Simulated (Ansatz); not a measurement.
Basis-set extrapolation for `[AlH2][SiH2]CS[SiH3]` (PBE0-D4/def2-TZVP geometry, frozen core, Ansatz). Multiplicity 1, RHF reference.

```
                       def2-TZVPP    def2-QZVPP
                 HF  -1260.482930  -1260.520891
    MP2 correlation     -0.694242     -0.746058
CCSD(T) correlation     -0.805979       not run
```

Energies in hartree. Use E(X) = E(∞) + A·exp(−7.88·√X) for Hartree–Fock and E(X) = E(∞) + B·X^(−2.97) for correlation, with X = 3 and 4, and add CCSD(T) minus MP2 of the smaller set to the MP2 limit.

Task: What is the CCSD(T) energy at the basis-set limit?

Result: HF limit: -1260.520891 + (-0.037961) × 0.13774 = -1260.52612. MP2 limit: -0.746058 + (-0.051816) × 0.74074 = -0.78444. Higher-order term: -0.805979 − (-0.694242) = -0.11174. Total: -1261.42230 hartree, 350.2 kJ/mol below CCSD(T)/def2-TZVPP.
